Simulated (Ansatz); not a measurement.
`C[O][Ge]([O]C)([CH](C)C)[CH](C)C` → `CC(C)C(C)C` + `C[O][Ge][O]C`  (germylene formation by 1,1-elimination)

Isolated molecules relaxed with PBE0-D4/def2-TZVP in Ansatz; ΔE leaves out vibrations. CBS: MP2 limit from def2 TZ/QZ plus the TZ coupled-cluster correction, frozen cores. DFT in def2-TZVPP. For Ge outer-core shells are correlated without core-valence functions, which leaves a few kJ/mol of doubt a bond. Scalar relativity is left out up to krypton. Each species was taken in one conformer, which may not be the lowest.

(1) Is it downhill or uphill in electronic energy at CCSD(T)/CBS, and by how much? (Best estimate.)

(2) What do these levels give: ωB97X-V, revPBE, PBE0, CCSD/def2-SVP, HF/def2-TZVPP, MP2/def2-QZVPP? (Best estimate.)

Largest T1 diagnostic among the species: 0.015.

Answers

(1) Computed: Uphill: ΔE = +11.4 kcal/mol.

(2) The calculation gave: ωB97X-V 11.8, revPBE -2.2, PBE0 6.6, CCSD/def2-SVP 8.8, HF/def2-TZVPP 5.0, MP2/def2-QZVPP 14.6 kcal/mol.

From PBE to PBE0 (25 % exact exchange), in def2-TZVPP and without D4, ΔE moves by +5.0 kcal/mol. The D4 term adds +7.7 kcal/mol with B3LYP and +4.8 kcal/mol with PBE0; it sums over pairs of atoms, weighted by their polarisabilities, and B3LYP, whose exchange is more repulsive, gets the larger term.

B3LYP here is the variant with VWN-RPA as its local correlation; programs differ in this.
